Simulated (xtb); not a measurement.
Input for xtb: GFN2-xTB on GaH3O (SMILES [OH][GaH2]), a point of a torsion scan.

```
$ xtb mol.xyz --gfn 2 --opt vtight --chrg 0 --uhf 0 --input xcontrol
5

O      1.24566477    -0.31510041    -0.33915078
Ga    -0.44860762    -0.03904600    -0.26014016
H      1.84383516     0.07683668     0.35599867
H     -1.27466831     0.70764086    -1.45189716
H     -1.29489337     0.17228020     1.11931769
$constrain
  force constant=1.0
  dihedral: 3,1,2,4,120.0
$end
```

The log:

```
[...]
           -------------------------------------------------
          |                Calculation Setup                |
           -------------------------------------------------



           -------------------------------------------------
          |                 G F N 2 - x T B                 |
           -------------------------------------------------

        Reference                      10.1021/acs.jctc.8b01176
      * Hamiltonian:
        H0-scaling (s, p, d)           1.850000    2.230000    2.230000
        zeta-weighting                 0.500000
      * Dispersion:
        s8                             2.700000
        a1                             0.520000
        a2                             5.000000
        s9                             5.000000
      * Repulsion:
        kExp                           1.500000    1.000000
        rExp                           1.000000
      * Coulomb:
        alpha                          2.000000
        third order                    shell-resolved
        anisotropic                    true
        a3                             3.000000
        a5                             4.000000
        cn-shift                       1.200000
        cn-exp                         4.000000
        max-rad                        5.000000


          ...................................................
          :                      SETUP                      :
          :.................................................:
          :  # basis functions                  17          :
          :  # atomic orbitals                  16          :
          :  # shells                            8          :
          :  # electrons                        12          :
          :  max. iterations                   250          :
          :  Hamiltonian                  GFN2-xTB          :
          :  restarted?                      false          :
          :  GBSA solvation                  false          :
          :  PC potential                    false          :
          :  electronic temp.          300.0000000     K    :
          :  accuracy                    1.0000000          :
          :  -> integral cutoff          0.2500000E+02      :
          :  -> integral neglect         0.1000000E-07      :
          :  -> SCF convergence          0.1000000E-05 Eh   :
          :  -> wf. convergence          0.1000000E-03 e    :
          :  Broyden damping             0.4000000          :
          :  net charge                          0          :
          :  unpaired electrons                  0          :
          ...................................................

 iter      E             dE          RMSdq      gap      omega  full diag
   1     -6.7868832 -0.678688E+01  0.219E+01    5.17       0.0  T
   2     -6.8209438 -0.340605E-01  0.124E+01    4.41       1.0  T
   3     -6.8212290 -0.285218E-03  0.168E+00    4.20       1.0  T
   4     -6.8216323 -0.403304E-03  0.263E-01    4.28       1.0  T
   5     -6.8216415 -0.915955E-05  0.172E-01    4.25       1.0  T
   6     -6.8216550 -0.135125E-04  0.393E-02    4.27       1.1  T
   7     -6.8216555 -0.519457E-06  0.202E-02    4.27       2.2  T
   8     -6.8216555 -0.460840E-07  0.400E-03    4.27      11.2  T
   9     -6.8216555  0.530944E-10  0.218E-03    4.27      20.5  T
  10     -6.8216555 -0.194080E-08  0.128E-04    4.27     350.4  T
  11     -6.8216555 -0.120712E-10  0.906E-05    4.27     493.5  T

   *** convergence criteria satisfied after 11 iterations ***

         #    Occupation            Energy/Eh            Energy/eV
      -------------------------------------------------------------
         1        2.0000           -0.6884933             -18.7349
         2        2.0000           -0.5918475             -16.1050
         3        2.0000           -0.5376827             -14.6311
         4        2.0000           -0.4806736             -13.0798
         5        2.0000           -0.4644794             -12.6391
         6        2.0000           -0.4198186             -11.4238 (HOMO)
         7                         -0.2629162              -7.1543 (LUMO)
         8                         -0.1468025              -3.9947
         9                         -0.0804785              -2.1899
        10                         -0.0728522              -1.9824
        11                          0.0012002               0.0327
       ...                                ...                  ...
        16                          1.0754447              29.2643
      -------------------------------------------------------------
                  HL-Gap            0.1569023 Eh            4.2695 eV
             Fermi-level           -0.3413674 Eh           -9.2891 eV

 SCC (total)                   0 d,  0 h,  0 min,  0.004 sec
 SCC setup                      ...        0 min,  0.000 sec (  2.598%)
 Dispersion                     ...        0 min,  0.000 sec (  0.748%)
 classical
[...]
      -------------------------------------------------------------
         1        2.0000           -0.6822497             -18.5650
         2        2.0000           -0.6022821             -16.3889
         3        2.0000           -0.5096679             -13.8688
         4        2.0000           -0.4728004             -12.8656
         5        2.0000           -0.4704431             -12.8014
         6        2.0000           -0.4219436             -11.4817 (HOMO)
         7                         -0.2326835              -6.3316 (LUMO)
         8                         -0.1593717              -4.3367
         9                         -0.0854405              -2.3250
        10                         -0.0533268              -1.4511
        11                          0.0335099               0.9119
       ...                                ...                  ...
        16                          1.1172738              30.4026
      -------------------------------------------------------------
                  HL-Gap            0.1892602 Eh            5.1500 eV
             Fermi-level           -0.3273136 Eh           -8.9067 eV

 SCC (total)                   0 d,  0 h,  0 min,  0.002 sec
 SCC setup                      ...        0 min,  0.000 sec (  2.988%)
 Dispersion                     ...        0 min,  0.000 sec (  0.651%)
 classical contributions        ...        0 min,  0.000 sec (  0.276%)
 integral evaluation            ...        0 min,  0.000 sec ( 20.761%)
 iterations                     ...        0 min,  0.001 sec ( 39.301%)
 molecular gradient             ...        0 min,  0.000 sec ( 29.021%)
 printout                       ...        0 min,  0.000 sec (  6.203%)

         :::::::::::::::::::::::::::::::::::::::::::::::::::::
         ::                     SUMMARY                     ::
         :::::::::::::::::::::::::::::::::::::::::::::::::::::
         :: total energy              -6.811088349892 Eh    ::
         :: gradient norm              0.056990286782 Eh/a0 ::
         :: HOMO-LUMO gap              5.150030859559 eV    ::
         ::.................................................::
         :: SCC energy                -6.846371635283 Eh    ::
         :: -> isotropic ES            0.041596599053 Eh    ::
         :: -> anisotropic ES          0.002187649240 Eh    ::
         :: -> anisotropic XC         -0.000077473655 Eh    ::
         :: -> dispersion             -0.001325997370 Eh    ::
         :: repulsion energy           0.035202057680 Eh    ::
         :: add. restraining           0.000081227711 Eh    ::
         :: total charge              -0.000000000000 e     ::
         :::::::::::::::::::::::::::::::::::::::::::::::::::::

           -------------------------------------------------
          |                Property Printout                |
           -------------------------------------------------

    * Orbital Energies and Occupations

         #    Occupation            Energy/Eh            Energy/eV
      -------------------------------------------------------------
         1        2.0000           -0.6822497             -18.5650
         2        2.0000           -0.6022821             -16.3889
         3        2.0000           -0.5096679             -13.8688
         4        2.0000           -0.4728004             -12.8656
         5        2.0000           -0.4704431             -12.8014
         6        2.0000           -0.4219436             -11.4817 (HOMO)
         7                         -0.2326835              -6.3316 (LUMO)
         8                         -0.1593717              -4.3367
         9                         -0.0854405              -2.3250
        10                         -0.0533268              -1.4511
        11                          0.0335099               0.9119
        12                          0.0599075               1.6302
        13                          0.1237821               3.3683
        14                          0.4487093              12.2100
        15                          1.0956317              29.8137
        16                          1.1172738              30.4026
      -------------------------------------------------------------
                  HL-Gap            0.1892602 Eh            5.1500 eV
             Fermi-level           -0.3273136 Eh           -8.9067 eV

     #   Z          covCN         q      C6AA      α(0)
     1   8 O        1.565    -0.454    21.989     6.327
     2  31 Ga       2.574     0.180   214.158    32.818
     3   1 H        0.806     0.325     0.650     1.267
     4   1 H        0.909    -0.023     3.489     2.922
     5   1 H        0.906    -0.028     3.602     2.969

 Mol. C6AA /au·bohr⁶  :        550.827808
 Mol. C8AA /au·bohr⁸  :      36038.858392
 Mol. α(0) /au        :         46.302621


Wiberg/Mayer (AO) data.
largest (>0.10) Wiberg bond orders for each atom

 ---------------------------------------------------------------------------
     #   Z sym  total        # sym  WBO       # sym  WBO       # sym  WBO
 ---------------------------------------------------------------------------
     1   8 O    2.300 --     2 Ga   1.369     3 H    0.846
     2  31 Ga   2.983 --     1 O    1.369     4 H    0.791     5 H    0.789
Note: The following floating-point exceptions are signalling: IEEE_DENORMAL
normal termination of xtb
     3   1 H    0.894 --     1 O    0.846
     4   1 H    0.999 --     2 Ga   0.791     5 H    0.160
     5   1 H    0.999 --     2 Ga   0.789     4 H    0.160
 ---------------------------------------------------------------------------

Topologies differ in total number of bonds
Writing topology from bond orders to xtbtopo.mol

molecular dipole:
                 x           y           z       tot (Debye)
 q only:        0.250       0.053       0.086
   full:        0.271       0.191       0.130       0.906
molecular quadrupole (traceless):
                xx          xy          yy          xz          yz          zz
 q only:        2.844      -0.589      -1.147       0.515       0.052      -1.697
  q+dip:        3.357      -0.941      -1.724       0.532      -0.361      -1.633
   full:        2.168       0.016       1.116       1.034       1.516      -3.284

           -------------------------------------------------
          |                Geometry Summary                 |
           -------------------------------------------------

      molecular mass/u    :       88.7462932
   center of mass at/Å    :       -0.2305813       0.2192008      -0.1258698
  moments of inertia/u·Å² :        0.3855122E+01   0.4435775E+02   0.4805706E+02
rotational constants/cm⁻¹ :        0.4372789E+01   0.3800381E+00   0.3507837E+00

 * 4 selected distances

     #   Z          #   Z                                           value/Å
     1   8 O        2  31 Ga                                      1.6839360 (max)
     1   8 O        3   1 H                                       0.9532864 (min)
     2  31 Ga       4   1 H                                       1.5373992
     2  31 Ga       5   1 H                                       1.5467420

 * 3 distinct bonds (by element types)

   Z      Z             #   av. dist./Å        max./Å        min./Å
   1 H    8 O           1     0.9532864     0.9532864     0.9532864
   1 H   31 Ga          2     1.5420706     1.5467420     1.5373992
   8 O   31 Ga          1     1.6839360     1.6839360     1.6839360


optimized geometry written to: xtbopt.xyz


           -------------------------------------------------
          | TOTAL ENERGY               -6.811088349892 Eh   |
          | GRADIENT NORM               0.056990286782 Eh/α |
          | HOMO-LUMO GAP               5.150030859559 eV   |
           -------------------------------------------------

------------------------------------------------------------------------
------------------------------------------------------------------------
 total:
 SCF:
 ANC optimizer:
```

Convergence was not reached.

Warnings raised: the energy holds the restraint's term.

Cost: very roughly 0.5 core-seconds.
